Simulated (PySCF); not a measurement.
# Electron correlation in Br (bromine, neutral)

[Ar] 3d10 4s2 4p5, 2P determinant. Computed with PySCF 2.14 in 6-31G* (5s4p3d, 32 functions), with no relativity, point nucleus. Frozen: [Ar] 3d10; 7 electrons correlated.

MP2 pair energies summed by pair of shells (mhartree):

```
 pair  energy  share (%)
4p-4p  -59.98       66.3
4s-4p  -25.00       27.7
4s-4s   -5.43        6.0
```

Total MP2 correlation energy: -90.42 mhartree.

Same-spin part -22.86 and opposite-spin part -67.55 mhartree; SCS-MP2 scales them by 1/3 and 6/5 to -88.69 mhartree.

| level | correlation energy (mhartree) |
| --- | --- |
| CCSD | -104.72 |
| (T) | -1.26 |
| CCSD(T) | -105.98 |

Diagnostics: T1 = 0.0048, D1 = 0.0170, largest double amplitude 0.049.

Question: Is a single reference adequate?

Answer: Yes, within this model without spin-orbit coupling: T1 lies below 0.03 and no double amplitude reaches 0.07.
